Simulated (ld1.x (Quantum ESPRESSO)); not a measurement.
**Transferability test, TM potential for Br**

bromine (Br), norm-conserving Troullier–Martins (Kleinman–Bylander form), made with ld1.x (Quantum ESPRESSO) 7.5 (PBEsol, scalar-relativistic). Core [Ar], reference 3d10 4s2 4p5. Waves: 4s (bound): rc 1.00 bohr; 3d (bound): rc 1.00 bohr; 4p (bound): rc 1.45 bohr. Local part: the p channel. Core correction: a·sin(br)/r model core, default radius (core density twice the valence density).

Energies are relative to the spin-unpolarised reference configuration 3d10 4s2 4p5; without spin polarisation the order of configurations can differ from experiment.

```csv
valence configuration,charge,ΔE all-electron (eV),error AE − PS (meV)
3d10 4s2 4p4,+1,12.553,-0.5
3d10 4s2 4p3,+2,35.325,+2.6
3d10 4s2 4p2,+3,69.334,+9.5
3d10 4s2 4p4.5,+0.5,5.073,-0.6
3d9 4s2 4p6,0,64.315,-889
3d10 4s2 4p5.3,-0.3,-1.962,+0.3
3d10 4s2 4p1,+4,115.399,+15
```

Note: ghost state, extra bound levels that the all-electron valence spectrum of the same l lacks: s at -159.7 eV. A true bound ghost makes a file unfit for plane-wave use.
